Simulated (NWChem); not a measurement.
Species: C2H7O cation; SMILES C[OH+]C

```xyz
10

C      0.2700     0.0085    -1.2783
O     -0.5050    -0.0513     0.0000
C      0.2700     0.0085     1.2783
H      0.8213     0.9492    -1.3138
H      0.9268    -0.8590    -1.2547
H     -0.4706    -0.0774    -2.0719
H     -1.2457     0.5908     0.0000
H     -0.4706    -0.0774     2.0719
H      0.9268    -0.8590     1.2547
H      0.8213     0.9492     1.3138
```
Atoms are numbered in this order, from 1.

Computed with NWChem. Pople sets run with spherical d functions. Coordinates come from a B3LYP/6-31G* (spherical d) optimisation. B3LYP is NWChem's, with the RPA form of VWN correlation. GIAO values for the isolated, static molecule; σ is the absolute isotropic shielding, δ = σ(reference) − σ with the isolated reference molecule computed at the same levels (13C: tetramethylsilane, 1H: tetramethylsilane, 17O: water).

| level | δ C1 (ppm) | δ O2 (ppm) | δ H4 (rotor mean) (ppm) | δ H7 (ppm) |
|---|---|---|---|---|
| B3LYP/6-311G** | 78.4 | 34.8 | 4.81 | 4.22 |
| PBE0/pcSseg-1 | 79.1 | 25.3 | 4.87 | 4.35 |
| LDA (Slater exchange, VWN5)/pcSseg-1 | … | … | 4.88 | … |

Some entries are withheld; supply them.


- LDA (Slater exchange, VWN5)/pcSseg-1, δ C1 (ppm): 83.4
- LDA (Slater exchange, VWN5)/pcSseg-1, δ O2 (ppm): 35.9
- LDA (Slater exchange, VWN5)/pcSseg-1, δ H7 (ppm): 4.26
